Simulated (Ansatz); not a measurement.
Cost and result for the atomization energy of CH8GeO3Si, SMILES `CO[SiH](O)[GeH2][OH]` (14 atoms, 13 bonds).

```xyz
14

C     1.875    0.384   -1.869
O     0.857   -0.221   -1.099
Si   -0.227    0.618   -0.206
O     0.404    1.381    1.101
Ge   -1.677   -1.000    0.770
O    -1.050   -0.780    2.453
H     2.262   -0.358   -2.569
H     2.693    0.729   -1.231
H     1.491    1.238   -2.441
H    -0.830    1.669   -1.066
H     0.307    0.887    1.925
H    -1.482   -2.475    0.361
H    -3.192   -0.698    0.772
H    -1.431   -1.375    3.101
```

Total charge 0; spin multiplicity 1. Correlated methods include outer-core shells of Ge, which these sets cover unevenly. Scalar relativity is left out up to krypton. The geometry is a stationary point of PBE0-D4/def2-TZVP. It is one conformer, not always the lowest. Program: Ansatz. All runs use 2 threads of an AMD EPYC 7R13 on a shared host and a share of an NVIDIA H100 80 GB. Times are those of one run each, without the atoms' runs, and a repeat can differ threefold. Electronic energies, without spin–orbit coupling; frozen cores. CCSD(T)/CBS adds CCSD(T) − MP2 in def2-TZVPP to the MP2 limit, and its time is that of the two runs behind it. T1 = 0.012. With those shells the extrapolation isn't a true limit. B3LYP takes the VWN-RPA correlation (the form of Gaussian; ORCA's B3LYP/G).

CCSD(T)/CBS is a level of theory with its own doubt, some kJ/mol a heavy atom from the limit and from the frozen cores, so smaller differences don't rank the functionals.

```json
{"level": "PBE-D4/def2-TZVPP (with forces)", "functions": "326", "wall time": "3.2 s", "atomization (kcal/mol)": "1206.3", "difference from CCSD(T)/CBS": "4.7", "per bond": "0.4"}
{"level": "PBE0-D4/def2-TZVPP", "functions": "326", "wall time": "4.3 s", "atomization (kcal/mol)": "1182.5", "difference from CCSD(T)/CBS": "-19.1", "per bond": "-1.5"}
{"level": "B3LYP-D4/def2-TZVPP (with forces)", "functions": "326", "wall time": "4.3 s", "atomization (kcal/mol)": "1189.4", "difference from CCSD(T)/CBS": "-12.2", "per bond": "-0.9"}
{"level": "r2SCAN-D4/def2-TZVPP (with forces)", "functions": "326", "wall time": "4.3 s", "atomization (kcal/mol)": "1196.4", "difference from CCSD(T)/CBS": "-5.2", "per bond": "-0.4"}
{"level": "MP2/def2-QZVPP", "functions": "627", "wall time": "7 s", "atomization (kcal/mol)": "1207.9", "difference from CCSD(T)/CBS": "6.3", "per bond": "0.5"}
{"level": "B2PLYP/def2-TZVPP", "functions": "326", "wall time": "7.5 s", "atomization (kcal/mol)": "1179.8", "difference from CCSD(T)/CBS": "-21.8", "per bond": "-1.7"}
{"level": "ωB97X-V/def2-TZVPP", "functions": "326", "wall time": "8.5 s", "atomization (kcal/mol)": "1199.8", "difference from CCSD(T)/CBS": "-1.8", "per bond": "-0.1"}
{"level": "ωB97M-V/def2-TZVPP (with forces)", "functions": "326", "wall time": "9 s", "atomization (kcal/mol)": "1195.1", "difference from CCSD(T)/CBS": "-6.5", "per bond": "-0.5"}
{"level": "CCSD(T)/def2-TZVPP", "functions": "326", "wall time": "10 s", "atomization (kcal/mol)": "1168.7", "difference from CCSD(T)/CBS": "-32.9", "per bond": "-2.5"}
{"level": "CCSD(T)/CBS(def2)", "functions": "–", "wall time": "17 s", "atomization (kcal/mol)": "1201.6", "difference from CCSD(T)/CBS": "0.0", "per bond": "0.0"}
```

In def2-TZVPP, CCSD(T) changes the Hartree–Fock value by +321.4 kcal/mol (the triples alone add +17.6 kcal/mol) and MP2 by +341.0 kcal/mol; breaking electron pairs costs correlation energy, which Hartree–Fock lacks. The D4 term adds +11.8 kcal/mol with B3LYP and +6.2 kcal/mol with PBE0; it sums over pairs of atoms, weighted by their polarisabilities, and B3LYP, whose exchange is more repulsive, gets the larger term. From PBE to PBE0 (25 % exact exchange), in def2-TZVPP and without D4, the atomization energy moves by −22.7 kcal/mol: exact exchange takes away binding that semilocal exchange gives to molecules.
